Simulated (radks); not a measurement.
Results of a calculation; reference values are marked as such.
Problem. The erbium ion Er36+, configuration [Ar] 3d10 4s2 4p2. Level of theory: Dirac Kohn-Sham, BLYP, spin-unpolarised, spherical densities, finite nucleus; open shells fill j = l - 1/2 first; Fermi nuclear charge, rms radius 5.2516 fm (a radial shooting solver on a logarithmic mesh with Libxc functionals). Some entries of the table are withheld. Estimate them.

| orbital | occ. | eigenvalue (hartree) | <r> (bohr) |
|---|---|---|---|
| 1s1/2 | 2 | -2162.166 | 0.02037 |
| 2s1/2 | 2 | -409.3072 | 0.08578 |
| 2p1/2 | 2 | (1) | 0.07135 |
| 2p3/2 | 4 | (2) | 0.07860 |
| 3s1/2 | 2 | -132.4264 | 0.2217 |
| 3p1/2 | 2 | (3) | 0.2111 |
| 3p3/2 | 4 | (4) | 0.2240 |
| 3d3/2 | 4 | -105.8628 | 0.1965 |
| 3d5/2 | 6 | -104.2344 | 0.2005 |
| 4s1/2 | 2 | (5) | 0.4490 |
| 4p1/2 | 2 | -59.01684 | 0.4465 |
| 4p3/2 | 0 | -56.68644 | 0.4652 |
| 4d3/2 | 0 | (6) | 0.4544 |
| 4d5/2 | 0 | (7) | 0.4597 |
| 5s1/2 | 0 | (8) | 0.7689 |

Solution. 
(1) 2p1/2 eigenvalue (hartree): -392.7718
(2) 2p3/2 eigenvalue (hartree): -358.9682
(3) 3p1/2 eigenvalue (hartree): -125.2628
(4) 3p3/2 eigenvalue (hartree): -117.9161
(5) 4s1/2 eigenvalue (hartree): -62.02473
(6) 4d3/2 eigenvalue (hartree): -51.82178
(7) 4d5/2 eigenvalue (hartree): -51.31263
(8) 5s1/2 eigenvalue (hartree): -36.15721
